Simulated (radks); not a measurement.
Species: neutral caesium. Configuration: [Xe] 6s1 (the NIST ground configuration).

All-electron calculation, scalar-relativistic Kohn-Sham, LDA (Slater exchange, VWN5 correlation), spin-unpolarised, spherical densities, finite nucleus; Fermi nuclear charge, rms radius 4.8041 fm; hard spherical wall at 8 bohr. Program: a radial shooting solver on a logarithmic mesh with Libxc functionals.

Energy parts (Ry):
| part | energy |
|---|---|
| total | -15561.0618 |
| kinetic | 16390.1919 |
| electron-nucleus | -37671.4310 |
| Hartree | 6091.9934 |
| exchange-correlation | -371.8161 |

Orbitals (lengths in bohr, moments of r in powers of bohr; <r^-3> diverges for s and p1/2; r(max) is where P^2 peaks):
[
 {"orbital": "1s", "occ.": "2", "eigenvalue (Ry)": "-2628.112", "r(max)": "0.01680", "<r^-3>": "-", "<r^2>": "0.0009266", "<r>": "0.02613"},
 {"orbital": "2s", "occ.": "2", "eigenvalue (Ry)": "-412.2730", "r(max)": "0.09498", "<r^-3>": "-", "<r^2>": "0.01486", "<r>": "0.1122"},
 {"orbital": "2p", "occ.": "6", "eigenvalue (Ry)": "-370.0460", "r(max)": "0.07620", "<r^-3>": "6580", "<r^2>": "0.01178", "<r>": "0.09825"},
 {"orbital": "3s", "occ.": "2", "eigenvalue (Ry)": "-85.61913", "r(max)": "0.2728", "<r^-3>": "-", "<r^2>": "0.1025", "<r>": "0.2995"},
 {"orbital": "3p", "occ.": "6", "eigenvalue (Ry)": "-72.02522", "r(max)": "0.2668", "<r^-3>": "1281", "<r^2>": "0.1025", "<r>": "0.2973"},
 {"orbital": "3d", "occ.": "10", "eigenvalue (Ry)": "-52.00736", "r(max)": "0.2202", "<r^-3>": "176.5", "<r^2>": "0.08852", "<r>": "0.2737"},
 {"orbital": "4s", "occ.": "2", "eigenvalue (Ry)": "-16.07967", "r(max)": "0.6425", "<r^-3>": "-", "<r^2>": "0.5456", "<r>": "0.6950"},
 {"orbital": "4p", "occ.": "6", "eigenvalue (Ry)": "-11.72740", "r(max)": "0.6728", "<r^-3>": "264.1", "<r^2>": "0.6233", "<r>": "0.7399"},
 {"orbital": "4d", "occ.": "10", "eigenvalue (Ry)": "-5.38977", "r(max)": "0.7208", "<r^-3>": "28.61", "<r^2>": "0.8171", "<r>": "0.8374"},
 {"orbital": "5s", "occ.": "2", "eigenvalue (Ry)": "-1.91101", "r(max)": "1.538", "<r^-3>": "-", "<r^2>": "3.411", "<r>": "1.738"},
 {"orbital": "5p", "occ.": "6", "eigenvalue (Ry)": "-0.93677", "r(max)": "1.776", "<r^-3>": "31.47", "<r^2>": "5.034", "<r>": "2.096"},
 {"orbital": "5d", "occ.": "0", "eigenvalue (Ry)": "0.05572", "r(max)": "3.157", "<r^-3>": "0.9767", "<r^2>": "15.81", "<r>": "3.736"},
 {"orbital": "6s", "occ.": "1", "eigenvalue (Ry)": "-0.06853", "r(max)": "4.311", "<r^-3>": "-", "<r^2>": "21.24", "<r>": "4.424"},
 {"orbital": "6p", "occ.": "0", "eigenvalue (Ry)": "0.12870", "r(max)": "4.988", "<r^-3>": "5.843", "<r^2>": "24.96", "<r>": "4.802"},
 {"orbital": "7s", "occ.": "0", "eigenvalue (Ry)": "0.67762", "r(max)": "6.254", "<r^-3>": "-", "<r^2>": "26.42", "<r>": "4.793"}
]

The highest occupied level is 6s at -0.932 eV. The electron density at the nucleus is 3.052e+05 e/bohr^3 (large components only). The density falls to 0.001 e/bohr^3 at r = 5.05 bohr.
